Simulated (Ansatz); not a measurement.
Gas-phase electronic energies from Ansatz, PBE0-D4/def2-TZVP geometries. CCSD(T)/CBS is the MP2 limit (def2-TZVPP, def2-QZVPP) plus CCSD(T) − MP2 in def2-TZVPP, frozen cores. Functionals use def2-TZVPP. For Ge outer-core shells are correlated without core-valence functions, which leaves a few kJ/mol of doubt a bond. Scalar relativity is left out up to krypton. Each species was taken in one conformer, which may not be the lowest.

Reaction (formal exchange of groups at a Ge–B bond): `CS[BH][GeH3]` + `[GeH3][SiH2][SiH2][SiH2][GeH3]` → `[GeH3][SiH2][SiH2][SiH2][GeH2][GeH3]` + `BSC`

Question: Is it downhill or uphill in electronic energy at CCSD(T)/CBS, and by how much? (An estimate is asked.)

Answer: The calculation gave: Downhill: ΔE = -38.9 kJ/mol.

Question: What do these levels give: PBE-D4, r2SCAN-D4, ωB97X-V, B2PLYP, PBE0, MP2/def2-TZVPP? (Estimate.)

Answer: Ansatz gave: PBE-D4 -38.4, r2SCAN-D4 -37.7, ωB97X-V -38.7, B2PLYP -37.5, PBE0 -34.7, MP2/def2-TZVPP -43.1 kJ/mol.

Largest T1 diagnostic among the species: 0.014.

In def2-TZVPP, CCSD(T) changes the Hartree–Fock value by −4.0 kJ/mol (the triples alone add −0.2 kJ/mol) and MP2 by −7.5 kJ/mol. The D4 term adds −8.8 kJ/mol with B3LYP and −5.5 kJ/mol with PBE0; it sums over pairs of atoms, weighted by their polarisabilities, and B3LYP, whose exchange is more repulsive, gets the larger term.

B3LYP here is the variant with VWN-RPA as its local correlation; programs differ in this.
